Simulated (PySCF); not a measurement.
Cl2In, charge +1, singlet, geometry from GFN2-xTB (such geometries of metal compounds can be far from the true shape) (all electrons, no relativity). Base run: B3LYP/STO-3G in PySCF.

Input for PySCF:
```python
from pyscf import gto, scf, dft

mol = gto.M(
    atom='''
In    0.000000    0.000000    0.000000
Cl    0.000000    0.000000    2.299691
Cl   -0.000000   -0.000000   -2.299691
''',
    basis='sto-3g',
    charge=1,
    spin=0,
    verbose=4,
    symmetry=True,
)

mf = dft.RKS(mol)
mf.xc = 'b3lyp'
mf.kernel()
mf.analyze()
```

Variants of this job, named by their change:

| change | ΔE vs base (mEh) | point group used | SCF cycles |
|---|---|---|---|
| base | 0.000 | Dooh | 7 |
| symmetry = off | 0.000 | C1 | 7 |
| symmetry_subgroup = D2h | 0.000 | D2h | 7 |
| symmetry_subgroup = C2v | 0.000 | C2v | 7 |
